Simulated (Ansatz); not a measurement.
Stepwise reaction of `[F][In]([Cl])[Cl]` with hydrogen fluoride, as a gas-phase model of exchange steps in deposition or etching. ΔE in kJ/mol; ΔG adds harmonic PBE0-D4 terms to CCSD(T)/CBS, at 1 bar.

Computed with Ansatz on PBE0-D4/def2-TZVP structures; ΔE is electronic, products minus reactants. CCSD(T)/CBS adds triple-zeta CCSD(T) − MP2 to the extrapolated MP2 energy (def2 sets, frozen cores). This one scheme is used for every species. DFT in def2-TZVPP. B3LYP here is the variant with VWN-RPA as its local correlation; programs differ in this. def2 core potentials past Kr. For In outer-core shells are correlated without core-valence functions, which leaves a few kJ/mol of doubt a bond.

```tsv
step	reaction	PBE-D4	B3LYP-D4	ωB97M-V	CCSD(T)/CBS	ΔG(400 K)
2	`[F][In]([F])[Cl]` + H–F → `[F][In]([F])[F]` + HCl	62.4	64.4	65.4	68.8	65.3
```

Problem. Give the row of step 1, `[F][In]([Cl])[Cl]` + H–F → `[F][In]([F])[Cl]` + HCl. (An estimate is asked.)

Solution. Ansatz gave: 
```csv
step,reaction,PBE-D4,B3LYP-D4,ωB97M-V,CCSD(T)/CBS,ΔG(400 K)
1,`[F][In]([Cl])[Cl]` + H–F → `[F][In]([F])[Cl]` + HCl,58.7,60.6,61.9,65.7,58.8
```

Problem. By hand: ΔE of the 2 steps together at CCSD(T)/CBS.

Solution. (65.7) + (68.8) = 134.5 kJ/mol, or 67.2 kJ/mol a step.

In ΔE the steps differ by no more than 3.1 kJ/mol. All are uphill at CCSD(T)/CBS. ΔG lies between 58.8 and 65.3 kJ/mol a step. PBE-D4 differs from CCSD(T)/CBS by -7.0 to -6.4 kJ/mol a step. Isolated molecules leave out the surface, adducts and barriers. Largest T1 diagnostic: 0.018.
